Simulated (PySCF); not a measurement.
GeH₂F₂, SMILES [F][GeH2][F].

Geometry optimised at ωB97X-D3(BJ)/def2-TZVP.

The numbers are results of ωB97X-D3(BJ)/def2-TZVP in PySCF, not measurements.

Frequencies are harmonic and unscaled.

Computed harmonic wavenumbers and intensities:
| mode | ν (cm⁻¹) | IR (km/mol) | Raman (Å⁴/amu) | depolarisation | moving atoms (share of kinetic energy) |
|---|---|---|---|---|---|
| 1 | 240 | 16.5 | 0.8 | 0.75 | F 83 %, Ge 17 % |
| 2 | 598 | 83.0 | 5.8 | 0.75 | H 82 %, F 9 %, Ge 8 % |
| 3 | 647 | 0.0 | 14.5 | 0.75 | H 95 % |
| 4 | 724 | 86.5 | 4.4 | 0.08 | F 81 %, Ge 18 % |
| 5 | 728 | 150.8 | 1.2 | 0.75 | F 71 %, Ge 27 % |
| 6 | 824 | 48.5 | 5.8 | 0.75 | H 93 % |
| 7 | 871 | 50.7 | 11.7 | 0.70 | H 97 % |
| 8 | 2248 | 35.7 | 234.3 | 0.10 | H 99 % |
| 9 | 2256 | 112.3 | 46.7 | 0.75 | H 98 % |
